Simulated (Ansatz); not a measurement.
Two structures of SiH$_{4}$Cl$_{2}$O, closed shell, reached by relaxing down either side of one saddle point (PBE0-D4/def2-TZVP). Energies are electronic, without zero-point energy. Ansatz 0.2.0; basis: def2-TZVPP and def2-QZVPP; cores frozen in the correlated methods. Extrapolation: Hartree–Fock as exp(−7.88 √X), correlation as X^−2.97. First:

Si1  (-0.553, 0.462, -1.056)
O2  (0.647, 0.878, -0.051)
Cl3  (-0.197, -1.355, -1.918)
Cl4  (-2.334, 0.327, -0.064)
H5  (-0.641, 1.495, -2.094)
H6  (1.359, -1.249, 2.033)
H7  (0.871, -0.868, 2.453)
H8  (0.848, 0.309, 0.696)
(Å)

Second:

```xyz
8
angstrom
Si -0.4387 -0.7247 -0.6481
O 1.1884 1.0755 0.8447
Cl -1.3393 -2.1109 -1.8705
Cl -1.9164 0.1140 0.5065
H 0.1448 0.2941 -1.5337
H 1.0504 0.8710 1.7734
H 0.5012 -1.4695 0.2031
H 0.8096 1.9504 0.7245
```

Problem. Which bonds change from the first to the second?

Solution. SiH₂Cl₂O ([OH][SiH]([Cl])[Cl]) + H₂ → SiH₂Cl₂ ([Cl][SiH2][Cl]) + H₂O; bonds formed: Si1–H7, O2–H6; bonds broken: Si1–O2, H6–H7.

Problem. Give the saddle point's structure and its height above each. (An estimate is asked for; the value comes from the calculation.)

Solution. By the calculation: 247.5 kJ/mol above the first and 168.1 kJ/mol above the second (CCSD(T) at an estimated basis limit (MP2 extrapolated from triple and quadruple zeta, plus CCSD(T) − MP2 in triple zeta)).
```xyz
8
angstrom
Si -0.3419 -0.1841 -0.3998
O 1.0611 0.7329 0.3364
Cl -0.0449 -1.8796 -1.5351
Cl -2.1585 0.0586 0.5551
H -0.5096 0.7992 -1.4925
H 0.8152 -0.1474 1.0439
H 0.2003 -1.0499 0.9358
H 0.9783 1.6701 0.5563
```

T1 diagnostic: at most 0.011.

Labels in which every atom is bracketed show which atoms are joined, not bond orders.

For scale, one of the runs: CCSD(T)/def2-TZVPP, 213 basis functions, launched by `ansatz run in.yaml --threads 4 --pin off --events-out ev --progress --plain --max-ram 9574MiB`. Hardware: 4 CPU threads of an Arm Neoverse V2, shared host. Wall time 54 s; peak host memory 2.8 GiB.
